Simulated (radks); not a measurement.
Initial-state core-level shifts of the technetium ion Tc+ when its valence configuration changes from [Kr] 4d5 5s1. Method: Dirac Kohn-Sham, PBE, spin-unpolarised, spherical densities, point nucleus; open shells fill j = l - 1/2 first; computed with a radial shooting solver on a logarithmic mesh with Libxc functionals. Shifts are changes of the shell-averaged eigenvalues in eV (positive: less bound).

valence               2s       2p       3s       3d
4d5 5p1           -1.177   -1.176   -1.194   -1.190
4d6               +3.832   +3.814   +3.768   +3.788
4d4 5s2           -4.382   -4.362   -4.270   -4.298
4d4 5s1 5p1       -5.554   -5.531   -5.455   -5.480
4d4 5s0.5 5p1.5   -6.122   -6.099   -6.031   -6.055
4d5 5s0.5 5p0.5   -0.594   -0.594   -0.603   -0.601
4d3 5s1 5p2      -11.622  -11.575  -11.350  -11.409
4d4 5s1.5 5p0.5   -4.974   -4.953   -4.869   -4.895
